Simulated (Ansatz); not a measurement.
`CC(O)(O)[TeH]` + `[SiH3][SeH]` → `[SeH][SiH2][TeH]` + `CC(O)O`  (formal exchange of groups at a Te–C bond)

Calculated with Ansatz (gas phase, PBE0-D4/def2-TZVP geometries, no zero-point term in ΔE). CCSD(T)/CBS is the MP2 limit (def2-TZVPP, def2-QZVPP) plus CCSD(T) − MP2 in def2-TZVPP, frozen cores. Functionals use def2-TZVPP. HSE06 is defined as in plane-wave codes. Elements past krypton have def2 core potentials. For Se, Te outer-core shells are correlated without core-valence functions, which leaves a few kJ/mol of doubt a bond. Scalar relativity is left out up to krypton. One conformer a species, not always the lowest.

| level | ΔE (kJ/mol) |
| --- | --- |
| HSE06-D4 | -113.5 |
| HF/def2-TZVPP | -126.0 |

(1) What does CCSD(T)/CBS give? (An estimate is asked.)

Largest T1 diagnostic among the species: 0.012.

## Answers

(1) Computed: -109.6 kJ/mol. The listed levels differ from it by -3.9, -16.4 kJ/mol.

Leaving LDA and LC-ωPBE aside and taking each functional with its dispersion term where it has one, the values, not all of them listed here, spread over 23.1 kJ/mol, from PBE-QIDH to BLYP-D4. LDA lies +5.3 kJ/mol from PBE without D4. At CCSD(T), def2-SVP lies +6.2 kJ/mol from the extrapolated value and def2-TZVPP +2.7 kJ/mol.
